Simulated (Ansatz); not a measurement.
This triplet lies 0.33 eV above the relaxed singlet at the level frozen-core CCSD(T)/cc-pVTZ // PBE0-D3(BJ)/def2-TZVP (Ansatz, a program for electronic structure); other levels give the other order.

Species: H2BFSi, SMILES `B[Si]F` (triplet; the order of the spin states depends on the level) (charge 0, multiplicity 3).

Give a relaxed geometry from PBE0-D3(BJ)/def2-TZVP (Ansatz).

Several could match; the one computed here: the end point of this relaxation, one of several conformers (outside a Z-matrix the atoms follow the SMILES, hydrogens last).
Z-matrix (Å, degrees):
```
B
H 1 1.1903
H 1 1.1944 2 126.37
Si 1 1.9352 2 117.70 3 -179.99
F 4 1.6010 1 119.21 2 179.99
```
